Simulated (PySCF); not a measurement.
Pb(OMe)(NH2) (CH5NOPb), SMILES C[O][Pb][NH2] (connectivity only; charge and spin as stated), neutral, multiplicity 1.

Geometry optimised at r2SCAN-D4/def2-SVP. The structure was generated by enumeration; whether it is a known compound was not checked. The def2 effective core potentials stand for the cores of Pb; spin–orbit coupling is left out. Other conformers were not sampled.

Two levels are set side by side: PBE/def2-TZVP (PySCF) and M06-2X/def2-TZVP (PySCF). Same geometry, gas phase. Differences are taken from unrounded values.

```csv
quantity,M06-2X,PBE,PBE minus M06-2X
orbital gap (eV),7.11,3.08,-4.03
highest occupied level (eV),-8.14,-5.43,2.71
lowest empty level (eV),-1.04,-2.35,-1.32
dipole moment (D),2.76,2.23,-0.53
mean polarisability (bohr³),64.4,70.6,6.2
```

PBE's occupied levels lie high since its potential decays too fast outside the molecule; exact exchange lowers them and widens the gap. Loosely held outer electrons make PBE densities more polarisable. Differences between two approximate levels are no errors against the true value.

Rough cost on one machine, each run with all the roots and properties that it gave: M06-2X against PBE about 3 times.
